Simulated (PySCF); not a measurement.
Compound: fac-MoCl3(NH3)3 (quartet state).
Bonds: Mo1–Cl2, Mo1–N3, Mo1–Cl7, Mo1–N8, Mo1–Cl12, Mo1–N13. Hydrogens: H4, H5, H6 on N3; H9, H10, H11 on N8; H14, H15, H16 on N13.

Method used: PySCF, PBE0-D3(BJ)/def2-SVP geometry optimisation, gas phase, def2 core potentials past Kr.

**Question.** List the bond lengths and angles at this level.

**Answer.** 
```json
{"bond": "Mo1–Cl2, Mo1–Cl7, Mo1–Cl12", "length (Å)": "2.410"}
{"bond": "Mo1–N3, Mo1–N8, Mo1–N13", "length (Å)": "2.250"}
{"bond": "N3–H4 and 8 like bonds", "length (Å)": "1.023"}
```

Bonds in one row agree within 0.01 Å and their mean is given. A selection of angles:
```json
{"angle": "Cl2–Mo1–N3", "degrees": "176.9"}
{"angle": "Cl2–Mo1–Cl7", "degrees": "100.4"}
{"angle": "Cl2–Mo1–N8", "degrees": "81.6"}
{"angle": "N3–Mo1–N8", "degrees": "96.3"}
{"angle": "Mo1–N3–H4", "degrees": "103.5"}
{"angle": "Mo1–N3–H5", "degrees": "124.3"}
{"angle": "Mo1–N3–H6", "degrees": "102.3"}
{"angle": "H4–N3–H5", "degrees": "109.3"}
{"angle": "H4–N3–H6", "degrees": "107.1"}
```

N3 (nitrogen bonded to Mo and 3 H) is distorted tetrahedral (angles from 102.3° to 124.3°). All 3 Cl–Mo bonds measure 2.410 Å. All 3 Mo–N bonds measure 2.249 to 2.250 Å. Mo1 (molybdenum bonded to 3 Cl and 3 N) is distorted octahedral (the three widest angles are 176.9°, 176.9° and 176.8°, the others run from 81.5° to 100.5°).

Not checked by PBE0-D3(BJ)/def2-SVP frequencies. ⟨S²⟩ = 3.764 (exact for a quartet: 3.75).
